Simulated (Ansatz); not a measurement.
# Relative stability

Two relaxed structures of MgSnH$_{4}$, singlet (PBE0-D4/def2-TZVP; forces vanish, vibrations not checked).

A:

```
atom    x (Å)    y (Å)    z (Å)
 Mg1  -1.1943   2.9532  -1.2580
 Sn2   0.2390  -0.5912   0.2517
  H3   0.8341  -2.0630   0.8787
  H4  -1.1591  -0.8888  -0.6765
  H5   1.4268   0.1333  -0.7328
  H6  -0.1487   0.4620   1.5344
```

B:

```
6
angstrom
Mg 0.6670 -1.6393 0.7022
Sn -0.2996 0.7349 -0.3154
H 1.2652 -3.1054 1.3319
H -1.7149 0.5608 -1.2739
H 0.8116 1.5634 -1.3307
H -0.7293 1.8857 0.8859
```

Computed with Ansatz 0.2.0 (basis: def2-TZVPP); correlated methods freeze the cores. Filled d shells of the heavier atoms are correlated. Core potentials replace the inner electrons of the atoms past krypton. The outer core shell of Li, Na, Mg and K is correlated. The def2 sets are not built for correlating such inner shells, so the correlated values are less sure here. B3LYP uses VWN-RPA correlation.

(1) Which structure is lower at CCSD(T), and by how much? (Judge from chemistry; the value comes from the calculation.)

No T1 diagnostic of these runs exceeds 0.013.

Results:

(1) The calculation gives: B, by 32.0 kJ/mol (electronic energy, against the other). By their contacts, A is a complex of SnH₄ + Mg and B is MgSnH₄ ([MgH][SnH3]).

All methods give the same order:

```json
{"method": "PBE-D4", "E(B) − E(A) (kJ/mol)": "-39.7"}
{"method": "r2SCAN-D4", "E(B) − E(A) (kJ/mol)": "-58.9"}
{"method": "PBE0-D4", "E(B) − E(A) (kJ/mol)": "-41.2"}
{"method": "B3LYP-D4", "E(B) − E(A) (kJ/mol)": "-33.2"}
{"method": "wB97M-V", "E(B) − E(A) (kJ/mol)": "-31.4"}
{"method": "HF", "E(B) − E(A) (kJ/mol)": "-28.1"}
{"method": "MP2", "E(B) − E(A) (kJ/mol)": "-41.1"}
{"method": "CCSD", "E(B) − E(A) (kJ/mol)": "-30.6"}
{"method": "CCSD(T)", "E(B) − E(A) (kJ/mol)": "-32.0"}
```

Labels in which every atom is bracketed show which atoms are joined, not bond orders.

For scale, one of the runs: CCSD(T)/def2-TZVPP, 138 basis functions, launched by `ansatz run in.yaml --threads 2 --pin off --events-out ev --progress --plain --max-ram 4352MiB`. The run took 31 s on 2 CPU threads of an Arm Neoverse V1 (shared host), with 0.93 GiB of host memory at its peak.
